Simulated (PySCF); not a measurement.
C5H14PSi (charge +1).
Atom-mapped SMILES: `[CH2:1]=[CH:2][CH2:3][P@@H+:4]([CH3:5])[CH2:6][SiH3:7]` (hydrogens: H8, H9 on C1; H10 on C2; H11, H12 on C3; H13 on P4; H14, H15, H16 on C5; H17, H18 on C6; H19, H20, H21 on Si7)

The same species was optimised twice, with GFN2-xTB and with PBE0-D3(BJ)/def2-SVP (PySCF), and the same property calculations (PySCF, gas phase) were run on both structures.

| coordinate | GFN2-xTB | PBE0-D3(BJ)/def2-SVP | change |
| --- | --- | --- | --- |
| C6–Si7 (Å) | 1.950 | 1.923 | -0.027 |
| C1=C2 (Å) | 1.320 | 1.334 | +0.014 |
| P4–C5 (Å) | 1.806 | 1.796 | -0.010 |
| C2–C3 (Å) | 1.504 | 1.500 | -0.004 |
| P4–C6 (Å) | 1.793 | 1.791 | -0.002 |
| C3–P4 (Å) | 1.817 | 1.818 | +0.001 |
| C2–C3–P4 (°) | 109.5 | 111.4 | +1.9 |
| P4–C6–Si7 (°) | 114.4 | 116.2 | +1.8 |
| C3–P4–C6 (°) | 112.9 | 112.2 | -0.7 |
| C3–P4–C5 (°) | 109.5 | 110.0 | +0.5 |
| C1–C2–C3 (°) | 123.8 | 123.9 | +0.1 |
| C5–P4–C6 (°) | 112.5 | 112.5 | 0.0 |
| C1–C2–C3–P4 (°) | -115 | -108 | +7 |
| C2–C3–P4–C5 (°) | 60 | 61 | +1 |
| C3–P4–C6–Si7 (°) | 71 | 62 | -9 |

Rotational constants: A = 3086, B = 852.0, C = 713.3 MHz (GFN2-xTB) against A = 2974, B = 872.0, C = 718.6 MHz (PBE0-D3(BJ)/def2-SVP). Point groups within 0.08 Å: C1 and C1. Atoms that the bonding makes alike are paired by their places after alignment.

On the GFN2-xTB structure: HOMO (eV) -11.74 [PBE0/pcSseg-1]; LUMO (eV) -4.20 [PBE0/pcSseg-1]; GIAO shielding of C1 (ppm) 45.8 [PBE0/pcSseg-1]; GIAO shielding of C2 (ppm) 59.1 [PBE0/pcSseg-1]; GIAO shielding of C3 (ppm) 156.1 [PBE0/pcSseg-1]; GIAO shielding of P4 (ppm) 331.1 [PBE0/pcSseg-1]; GIAO shielding of C5 (ppm) 179.5 [PBE0/pcSseg-1]; GIAO shielding of C6 (ppm) 186.0 [PBE0/pcSseg-1]; GIAO shielding of Si7 (ppm) 419.9 [PBE0/pcSseg-1].

**Question.** What do these properties become on the PBE0-D3(BJ)/def2-SVP structure?

**Answer.** 
| property | level | on GFN2-xTB | on PBE0-D3(BJ)/def2-SVP | change |
| --- | --- | --- | --- | --- |
| HOMO (eV) | PBE0/pcSseg-1 | -11.74 | -11.69 | +0.05 |
| LUMO (eV) | PBE0/pcSseg-1 | -4.20 | -4.27 | -0.07 |
| energy, GFN2-xTB geometry as zero (kcal/mol) | PBE0/pcSseg-1 | 0.0 | -1.5 | -1.5 |
| GIAO shielding of C1 (ppm) | PBE0/pcSseg-1 | 45.8 | 41.3 | -4.5 |
| GIAO shielding of C2 (ppm) | PBE0/pcSseg-1 | 59.1 | 57.2 | -1.9 |
| GIAO shielding of C3 (ppm) | PBE0/pcSseg-1 | 156.1 | 155.8 | -0.3 |
| GIAO shielding of P4 (ppm) | PBE0/pcSseg-1 | 331.1 | 328.6 | -2.5 |
| GIAO shielding of C5 (ppm) | PBE0/pcSseg-1 | 179.5 | 178.7 | -0.8 |
| GIAO shielding of C6 (ppm) | PBE0/pcSseg-1 | 186.0 | 184.7 | -1.3 |
| GIAO shielding of Si7 (ppm) | PBE0/pcSseg-1 | 419.9 | 419.7 | -0.2 |

The heavy atoms differ by 0.075 Å rms after alignment. Among bonds between heavy atoms C6–Si7 changes most (-0.027 Å). Changes are differences of the printed values. Neither structure is proved a minimum here. Isolated species at its PBE0-D3(BJ)/def2-SVP geometry (one conformer only).

The values belong to the conformer `[CH2:1]=[CH:2][CH2:3][P@@H+:4]([CH3:5])[CH2:6][SiH3:7]`: C1–C2–C3–P4 -108°, C2–C3–P4–C5 61°, C3–P4–C6–Si7 62°.
